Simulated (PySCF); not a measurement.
An unknown shows these calculated signals:

1H NMR (400 MHz, computed): δ 6.10 (m, 2H), 6.02 (m, 1H), 5.70 (m, 1H), 2.57 (m, 4H), 1.73 (m, 3H).

13C{1H} NMR (computed): δ 157.8 (C), 137.7 (CH), 135.1 (CH2), 37.7 (CH2), 23.6 (CH3).

- GFN2-xTB geometry
- PBE0/pcSseg-1 with gauge-including orbitals
- program: PySCF
- fast rotation and ring inversion assumed for equivalent nuclei, non-relativistic, single conformer, isolated molecule

Shifts are taken against calculated references (same method and geometry level): TMS for 1H, 13C.

Task: Which of these does the molecule contain: a three-membered ring, a CH3CH2 unit, a non-aromatic C=C double bond, an NH or NH2 group?

Result: 
- A three-membered ring: no.
- A CH3CH2 unit: no.
- A non-aromatic C=C double bond: yes.
- An NH or NH2 group: no.

The data belong to SMILES C=C(C)P1CC=CC1, C7H11P; they needn't prove each group on their own.

Carbon signals by region: 3 in the sp2 and nitrile region (100–160 ppm), 2 below 50 ppm.

Splittings by 31P in the carbon and heteronuclear signals aren't shown, as no couplings were computed. Shifts are as computed. Against solution values, carbons near 30 ppm lie about +3 ppm off and those near 130 ppm about +5 ppm. Of 1211 compounds with measured shifts, 218 miss one by over three times the rms of a fit or turn the order of signals round; such compounds aren't used in these exercises. Multiplicities follow the n + 1 count of equivalent neighbours, as no J values were calculated; m marks all less simple cases, F and P coupling included.
